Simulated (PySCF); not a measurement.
C2H3O2 (SMILES CO[C]=O), doublet, geometry from GFN2-xTB. Base run: PySCF with PBE0/6-31G*.

Input for PySCF:
```python
from pyscf import gto, scf, dft

mol = gto.Mole()
mol.atom = '''
    C    -1.458256   -0.141799   -0.064838
    O    -0.148184   -0.706041   -0.403978
    C     0.927261   -0.108169   -0.074403
    O     1.207909    0.900810    0.505125
    H    -1.965233    0.092599   -0.998380
    H    -2.002918   -0.905035    0.485929
    H    -1.323683    0.754101    0.538722
'''
mol.basis = '6-31g*'
mol.charge = 0
mol.spin = 1
mol.verbose = 4
mol.build()

mf = dft.UKS(mol)
mf.xc = 'pbe0'
mf.kernel()
mo_i, mo_e, stable_i, stable_e = mf.stability(internal=True, external=False, return_status=True, nroots=6, tol=1e-6)
print('internally stable:', stable_i, ' externally stable:', stable_e)
if not stable_i:
    umf = mf.copy()
    umf.scf_summary = {}
    umf.kernel(umf.make_rdm1(mo_i, mf.mo_occ))
```

The bond that is stretched is that between atoms 4 and 3. A test that says stable can miss a lower solution.

The base run was repeated with changes; each row names its change, and settings that it needs were set with it.

| change | ΔE vs base (mEh) | <S^2> | stability test says | outcome |
|---|---|---|---|---|
| base | 0.000 | 0.753 | internally stable (external not tested) | converged |
| bond × 1.25 | 79.040 | 0.758 | internally stable (external not tested) | converged |
| bond × 1.5 | 169.6 | 0.772 | internally stable (external not tested) | converged |
| bond × 1.8 | - | - | - | not converged |
| bond × 2.2 | 231.6 | 1.526 | internally stable (external not tested) | converged |
| bond × 3.0 | - | - | - | not converged |

On stretching, the SCF can end on different states; <S^2> shows the spin contamination of each.
